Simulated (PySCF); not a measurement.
# N⁺ (nitrogen, charge +1): LDA calculation

Configuration: [He] 2s1 2p3, high-spin 5S determinant (an excited configuration). All numbers are calculated (PySCF 2.14, the spin-free X2C one-electron Hamiltonian (Gaussian nucleus), in aug-cc-pVDZ-DK (4s3p2d, 23 functions)).

```
Total energy                        : -53.3859 hartree
One-electron energy                 : -69.7430 hartree
Hartree (Coulomb) energy            : 22.4098 hartree
Exchange-correlation energy         : -6.0527 hartree
⟨S²⟩                                : 6.0000
⟨L²⟩                                : 0.000
Sum of ⟨r⟩                          : 5.454 bohr
Sum of ⟨r²⟩                         : 7.905 bohr²
Langevin diamagnetic susceptibility : -6.26 ×10⁻⁶ cm³/mol
```

| shell | electrons | mean orbital energy (hartree) | rms radius, mean of both spins (bohr) |
| --- | --- | --- | --- |
| 1s α | 1 | -14.62500 | 0.267 |
| 1s β | 1 | -14.51803 | 0.267 |
| 2s α | 1 | -1.26449 | 1.36 |
| 2p α | 3 | -0.83853 | 1.40 |
